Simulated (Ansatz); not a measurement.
GeH2. Charge 0, multiplicity 1. Geometry r2SCAN-D4/def2-TZVP, basis def2-TZVP, Ansatz.

```
atom   x (Å)   y (Å)   z (Å)
 Ge1   0.151  -0.683   0.267
  H2  -0.046   0.757   0.914
  H3  -0.105  -0.074  -1.181
```

```csv
run,HOMO (eV),LUMO (eV)
A,-5.88,-3.92
B,-7.09,-2.95
C,-9.15,-0.86
D,-6.51,-3.40
E,-5.98,-4.19
F,-6.14,-3.77
```

HSE06 is defined as in plane-wave codes, on full-range PBE exchange.

Task: The runs used HSE06, LDA (SPW92), PBE, r2SCAN, r2SCAN0, ωB97X-V. Estimate which is which.

Result: A PBE (0 % exact exchange); B r2SCAN0 (25 % exact exchange); C ωB97X-V (range-separated); D HSE06 (range-separated); E LDA (SPW92) (0 % exact exchange); F r2SCAN (0 % exact exchange). Exact exchange lowers occupied and raises empty levels; among semilocal functionals meta-GGAs tend to open the gap a little, and such runs are hard to tell apart. The gap grows from 1.79 eV (LDA (SPW92)) to 8.29 eV (ωB97X-V).
